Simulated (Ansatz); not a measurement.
Consider the formal exchange of groups at the Se–Ga bond: `[CH3][Ga]([CH3])[SeH]` + `[InH3]` → `[SeH][InH2]` + `[CH3][GaH][CH3]`.

Program: Ansatz. Geometries: PBE0-D4/def2-TZVP. ΔE: electronic, gas phase. CCSD(T)/CBS adds triple-zeta CCSD(T) − MP2 to the extrapolated MP2 energy (def2 sets, frozen cores). Functionals use def2-TZVPP. def2 core potentials past Kr. For Ga, In, Se outer-core shells are correlated without core-valence functions, which leaves a few kJ/mol of doubt a bond. Scalar relativity is left out up to krypton. Each species was taken in one conformer, which may not be the lowest.

```json
{"level": "r2SCAN-D4", "ΔE (eV)": "0.00"}
{"level": "r2SCAN0-D4", "ΔE (eV)": "0.01"}
{"level": "PBE0", "ΔE (eV)": "-0.01"}
{"level": "LC-ωPBE", "ΔE (eV)": "0.00"}
{"level": "CCSD(T)/def2-SVP", "ΔE (eV)": "0.02"}
{"level": "HF/def2-QZVPP", "ΔE (eV)": "-0.04"}
{"level": "SCS-MP2/def2-QZVPP", "ΔE (eV)": "-0.02"}
{"level": "MP2/CBS(def2)", "ΔE (eV)": "-0.04"}
```

(1) What does CCSD(T)/CBS give? (Best estimate.)

Largest T1 diagnostic among the species: 0.014.

Answers

(1) Ansatz gave: -0.03 eV. The listed levels differ from it by 0.03, 0.04, 0.02, 0.03, 0.05, -0.01, 0.01, -0.01 eV.

The D4 term adds +0.05 eV with B3LYP and +0.03 eV with PBE0; it sums over pairs of atoms, weighted by their polarisabilities, and B3LYP, whose exchange is more repulsive, gets the larger term. At CCSD(T), def2-SVP lies +0.04 eV from the extrapolated value and def2-TZVPP +0.06 eV. In def2-TZVPP, CCSD(T) changes the Hartree–Fock value by +0.06 eV (the triples alone add +0.01 eV) and MP2 by +0.05 eV.

B3LYP here is the variant with VWN-RPA as its local correlation; programs differ in this.
